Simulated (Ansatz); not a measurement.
System: sum formula SiN₂H₃Cl₂, charge -1, multiplicity 1. It need not be the lowest isomer of its formula. Whether it binds its extra electron was not tested at this geometry. 
Structure (B3LYP-D3(BJ)/def2-TZVP (Ansatz, a program for electronic structure) minimum search):
```
Si
N 1 1.6141
H 2 1.0112 1 118.28
N 1 1.7354 2 113.19 3 -166.38
H 4 1.0097 1 115.75 2 177.18
H 4 1.0108 5 110.14 1 129.62
Cl 1 2.1668 2 121.21 3 75.10
Cl 1 2.1939 2 116.62 3 -42.96
```
Charge -1, spin multiplicity 1.

Basis-set convergence of Hartree-Fock and CCSD(T) correlation energies (hartree) with Ansatz. Cores are frozen in the correlated levels unless marked. Spin-orbit coupling is left out. No relativistic terms.

```tsv
basis	functions	E(HF)	E(corr, CCSD(T))
aug-cc-pV(D+d)Z	169	-1318.79604	-0.84782
aug-cc-pV(T+d)Z	326	-1318.86552	-1.04544
aug-cc-pV(Q+d)Z	565	-1318.88150	-1.11090
```

Extrapolating the two largest sets (X = 3 and 4) as X^-3: E(corr) = (64·(-1.11090) - 27·(-1.04544))/37 = -1.1587 Eh, an estimate of the basis-set limit. The largest set recovers 95.9 % of it, the smallest 73.2 %.
